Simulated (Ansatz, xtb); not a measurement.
# C2H8BClSi: which of two isomers lies lower

Structure X: `CBC[SiH2]Cl`, a singlet. Structure Y: `CB(Cl)C[SiH3]`, a singlet. Both are isolated molecules in the gas phase, relaxed with B3LYP/6-31G*, each in the lowest conformer that the search found.

Task: Which of the two would you expect CCSD(T)/def2-SVP + ΔMP2/def2-TZVPP electronic energies to favour?

Result: Structure Y; the calculation gives E(Y) − E(X) = −1.58 kcal/mol.

Level by level:

```csv
level,geometry,E(Y) − E(X) (kcal/mol),departure from the last row (kcal/mol),"job, with rough time for the two"
GFN2-xTB,GFN2-xTB,+3.98,+5.56,"optimisation, 0.44 s"
HF/STO-3G,GFN2-xTB,+1.12,+2.70,"single point, 0.4 s"
r2SCAN-D4/def2-SVP,GFN2-xTB,−4.78,−3.20,"single point, 5.2 s"
B3LYP/6-31G*,B3LYP/6-31G*,−2.60,−1.03,"optimisation, 1.7 min"
HF/def2-SVP,B3LYP/6-31G*,−1.84,−0.26,part of the CCSD(T) run
MP2/def2-SVP,B3LYP/6-31G*,−5.44,−3.86,part of the CCSD(T) run
CCSD(T)/def2-SVP,B3LYP/6-31G*,−5.74,−4.17,single point
CCSD(T)/def2-SVP + ΔMP2/def2-TZVPP,B3LYP/6-31G*,−1.58,,"single point, 43 s"
```

As drawn, Y has 1 B–Cl, 1 Si–H in place of 1 Cl–Si, 1 B–H.

GFN2-xTB, HF/STO-3G put the two in the other order. The largest departure from CCSD(T)/def2-SVP + ΔMP2/def2-TZVPP is that of GFN2-xTB, 5.56 kcal/mol. The last row adds to CCSD(T) the change of the MP2 difference between the two basis sets, here +4.17 kcal/mol, a large step that makes the value less sure.

With harmonic frequencies from B3LYP/6-31G* (ideal gas, rigid rotor, one conformer each, 298.15 K, 1 atm): on the last row, ΔE + ΔZPE = −2.11 kcal/mol. A mode under 50 cm⁻¹ makes harmonic enthalpies and free energies unreliable, so none is given.

The correlated steps freeze 13 core orbitals. Programs: Ansatz 0.2.0, xtb 6.7.1; the last row on 2 threads of Arm Neoverse V1 on a shared host.
